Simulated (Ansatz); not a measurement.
`[AlH2][O]C[SiH3]` + `CC[Si]O` → `CC[Si]O[SiH3]` + `C[O][AlH2]`  (ligand exchange at the Si–C bond)

Program: Ansatz. Geometries: PBE0-D4/def2-TZVP. ΔE: electronic, gas phase. CCSD(T)/CBS is the MP2 limit (def2-TZVPP, def2-QZVPP) plus CCSD(T) − MP2 in def2-TZVPP, frozen cores. DFT in def2-TZVPP. One conformer a species, not always the lowest.

`[AlH2][O]C[SiH3]`:

Cartesian coordinates in Å:
```
Al -0.913 1.841 -1.123
O -0.502 0.215 -0.914
C 0.635 -0.442 -0.409
Si 0.216 -1.272 1.238
H 0.164 2.942 -0.753
H -2.358 2.124 -1.685
H 0.969 -1.200 -1.130
H 1.483 0.245 -0.269
H 1.418 -1.955 1.794
H -0.240 -0.231 2.198
H -0.872 -2.266 1.054
```

`CC[Si]O`:

Z-matrix (Å, degrees):
```
C
C 1 1.522
H 1 1.095 2 111.6
H 1 1.093 2 112.4 3 119.7
H 1 1.095 2 111.6 3 -120.5
Si 2 1.914 1 119.6 3 60.2
H 2 1.100 1 110.9 3 -177.0
H 2 1.101 1 110.9 3 -62.4
O 6 1.654 2 102.3 1 -0.6
H 9 0.963 6 118.6 2 0.1
```

`CC[Si]O[SiH3]`:

```xyz
13

C    -0.341   -0.490   -1.562
C     0.967    0.201   -1.170
Si    1.840   -0.676    0.282
O     0.776   -0.392    1.511
Si   -0.591    0.318    2.080
H    -1.072   -0.470   -0.749
H    -0.183   -1.540   -1.826
H    -0.809   -0.010   -2.426
H     0.776    1.247   -0.893
H     1.653    0.223   -2.024
H    -0.966    1.494    1.249
H    -1.700   -0.669    2.054
H    -0.350    0.764    3.474
```

`C[O][AlH2]`:

Z-matrix (Å, degrees):
```
C
O 1 1.397
H 1 1.098 2 112.6
H 1 1.095 2 110.1 3 120.6
H 1 1.095 2 110.1 3 -120.6
Al 2 1.686 1 134.1 3 0.5
H 6 1.585 2 118.7 1 -0.0
H 6 1.577 2 116.3 1 -180.0
```

```tsv
level	ΔE (kJ/mol)
PBE-D4	-92.7
r2SCAN0-D4	-109.8
CAM-B3LYP	-111.7
LC-ωPBE	-102.3
```

Task: What does CCSD(T)/CBS give? (Estimate.)

Result: Ansatz gave: -110.8 kJ/mol. The listed levels differ from it by 18.1, 1.0, -0.9, 8.5 kJ/mol.

Task: What do rigid-rotor, harmonic-oscillator terms from PBE0-D4/def2-TZVP frequencies (298.15 K, 1 bar) make of the CCSD(T)/CBS value? (Estimate.)

Result: Computed: ΔZPE = +2.8 kJ/mol, ΔH = -106.6 kJ/mol, ΔS = 11 J/(mol·K), ΔG = -109.9 kJ/mol. Modes under 50 cm⁻¹ make the entropy rough.

Largest T1 diagnostic among the species: 0.013.

From PBE to PBE0 (25 % exact exchange), in def2-TZVPP and without D4, ΔE moves by −8.2 kJ/mol. At CCSD(T), def2-SVP lies +5.2 kJ/mol from the extrapolated value and def2-TZVPP +0.1 kJ/mol. Leaving LDA and LC-ωPBE aside and taking each functional with its dispersion term where it has one, the values, not all of them listed here, spread over 30.5 kJ/mol, from BHLYP-D4 to PBE-D4.
